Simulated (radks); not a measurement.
Q: Re5+, 70 electrons, occupied as [Xe] 4f14 5d2. Calculated with a radial shooting solver on a logarithmic mesh with Libxc functionals: scalar-relativistic Kohn-Sham, PW91, spin-unpolarised, spherical densities, finite nucleus; Fermi nuclear charge, rms radius 5.3698 fm. Some entries of the table are withheld. Estimate them.

orbital,occ.,eigenvalue (hartree),<r^2> (bohr^2)
1s,2,-2635.074,(1)
2s,2,-458.7760,0.006877
2p,6,-400.7758,(2)
3s,2,-107.9399,0.04457
3p,6,(3),0.04539
3d,10,-71.39936,0.03763
4s,2,-24.29661,0.2191
4p,6,-18.68183,0.2496
4d,10,(4),0.2893
5s,2,(5),1.172
5p,6,-3.89174,1.541
4f,14,-3.79467,0.4110
5d,2,-2.19305,2.672
6s,0,-1.86074,5.770
6p,0,-1.48515,7.718

A: 
(1) 1s <r^2> (bohr^2): 0.0004480
(2) 2p <r^2> (bohr^2): 0.005707
(3) 3p eigenvalue (hartree): -90.82907
(4) 4d eigenvalue (hartree): -11.62835
(5) 5s eigenvalue (hartree): -5.33546
